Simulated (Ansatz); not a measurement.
System: CAuO (charge 0, doublet). The spin state was set by rule; other spins were not relaxed. 
Geometry from a B3LYP-D3(BJ)/def2-TZVP (Ansatz, a first-principles code) optimisation:
```xyz
3

Au    -0.2354    -0.2309    -0.2070
O      1.7288     1.3581     1.4415
C      0.7949     1.2293     0.8037
```
Charge 0, spin multiplicity 2.

Total electronic energies in hartree. Cores are frozen in the correlated levels unless marked. Open shells are spin-unrestricted. Spin-orbit coupling is left out. Frozen are the shells of the preceding noble gas and the d and f shells that filled before the atom's block. Past Kr the def2 sets carry scalar-relativistic core potentials. Basis-set limits of correlation are two-point, X^-3; Hartree-Fock from the larger set. The bracket is a focal-point correction in the basis named.

```json
[
 {"level": "HF/def2-SVP", "program": "Ansatz", "energy (Eh)": "-247.40659"},
 {"level": "HF/def2-TZVPPD", "program": "Ansatz", "energy (Eh)": "-247.55444"},
 {"level": "HF/def2-QZVPP", "program": "Ansatz", "energy (Eh)": "-247.55946"},
 {"level": "HF/def2-QZVPPD", "program": "Ansatz", "energy (Eh)": "-247.55951"},
 {"level": "PBE/def2-TZVPD", "program": "Ansatz", "energy (Eh)": "-249.01334"},
 {"level": "PBE-D3(BJ)/def2-TZVPD", "program": "Ansatz + dftd3", "energy (Eh)": "-249.01513"},
 {"level": "r2SCAN-D4/def2-TZVPD", "program": "Ansatz + dftd4", "energy (Eh)": "-249.09236"},
 {"level": "BHLYP-D3(BJ)/def2-TZVPD", "program": "Ansatz + dftd3", "energy (Eh)": "-248.88864"},
 {"level": "BHLYP-D4/def2-TZVPD", "program": "Ansatz + dftd4", "energy (Eh)": "-248.88835"},
 {"level": "CAM-B3LYP-D3(BJ)/def2-TZVPD", "program": "Ansatz + dftd3", "energy (Eh)": "-248.99594"},
 {"level": "LC-wPBE/def2-TZVPD", "program": "Ansatz", "energy (Eh)": "…"},
 {"level": "CCSD/def2-TZVPPD", "program": "Ansatz", "energy (Eh)": "-248.28212"},
 {"level": "CCSD(T)/def2-SVPD", "program": "Ansatz", "energy (Eh)": "-248.00775"},
 {"level": "RI-MP2/CBS(def2-TZVPP,def2-QZVPP)+[CCSD(T)-MP2]/def2-SVP", "program": "Ansatz", "energy (Eh)": "-248.4159"},
 {"level": "RI-MP2/CBS(def2-TZVPPD,def2-QZVPPD)+[CCSD(T)-MP2]/def2-TZVPPD", "program": "Ansatz", "energy (Eh)": "-248.4076"}
]
```

Q: What belongs in the gaps?

A: 
- LC-wPBE/def2-TZVPD, energy (Eh): -249.01627
